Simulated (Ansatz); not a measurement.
`[OH][Al]([O][SiH3])[O][SiH3]` + `[OH][In]([Cl])[O][SiH3]` → `[SiH3][O][In]([Cl])[O][SiH3]` + `[OH][Al]([OH])[O][SiH3]`  (ligand exchange at the Si–O bond)

Isolated molecules relaxed with PBE0-D4/def2-TZVP in Ansatz; ΔE leaves out vibrations. CCSD(T)/CBS is the MP2 limit (def2-TZVPP, def2-QZVPP) plus CCSD(T) − MP2 in def2-TZVPP, frozen cores. This one scheme is used for every species. def2 core potentials past Kr. For In outer-core shells are correlated without core-valence functions, which leaves a few kJ/mol of doubt a bond. Each species was taken in one conformer, which may not be the lowest.

`[OH][Al]([O][SiH3])[O][SiH3]`:

Cartesian coordinates in Å:
```
O -0.679 0.801 2.462
Al -0.244 0.215 0.944
O -0.171 1.286 -0.334
Si -0.191 2.555 -1.346
O 0.112 -1.406 0.712
Si 0.528 -2.804 -0.003
H -0.739 0.237 3.231
H 0.025 2.089 -2.741
H 0.887 3.514 -0.988
H -1.501 3.255 -1.272
H -0.561 -3.801 0.175
H 0.765 -2.608 -1.458
H 1.771 -3.334 0.618
```

`[OH][In]([Cl])[O][SiH3]`:

Z-matrix (Å, degrees):
```
Si
O 1 1.632
H 1 1.487 2 110.4
H 1 1.487 2 110.5 3 120.9
H 1 1.497 2 110.7 3 -119.6
In 2 1.968 1 133.7 3 120.0
Cl 6 2.285 2 118.3 1 -180.0
O 6 1.964 2 118.9 1 -0.1
H 8 0.962 6 111.2 2 0.0
```

`[SiH3][O][In]([Cl])[O][SiH3]`:

Cartesian coordinates in Å:
```
Si 1.091 2.480 0.740
O 0.450 1.053 0.255
In -0.043 -0.635 1.110
Cl 0.234 -0.986 3.356
O -0.789 -2.019 -0.044
Si -1.123 -2.136 -1.643
H 2.485 2.300 1.232
H 1.100 3.405 -0.422
H 0.288 3.084 1.839
H 0.109 -1.968 -2.463
H -2.105 -1.098 -2.063
H -1.698 -3.481 -1.897
```

`[OH][Al]([OH])[O][SiH3]`:

```xyz
10

O     0.970    2.199    0.204
Al    0.282    0.958   -0.705
O     0.076    1.161   -2.368
O    -0.181   -0.453    0.071
Si   -0.455   -1.575    1.213
H     1.249    3.022   -0.192
H    -0.309    0.491   -2.930
H     0.830   -2.145    1.698
H    -1.278   -2.674    0.642
H    -1.184   -0.984    2.367
```

```
                       species  SCS-MP2/def2-QZVPP energy (Eh)
`[OH][Al]([O][SiH3])[O][SiH3]`                     -1050.03220
     `[OH][In]([Cl])[O][SiH3]`                     -1091.22965
`[SiH3][O][In]([Cl])[O][SiH3]`                     -1381.52783
     `[OH][Al]([OH])[O][SiH3]`                      -759.73170
```

Task: Work out ΔE.

Result: ΔE = (-1381.52783) + (-759.73170) − (-1050.03220) − (-1091.22965) = 0.00232 Eh = +6.1 kJ/mol. CCSD(T)/CBS gives +6.5 kJ/mol.

Largest T1 diagnostic among the species: 0.015.
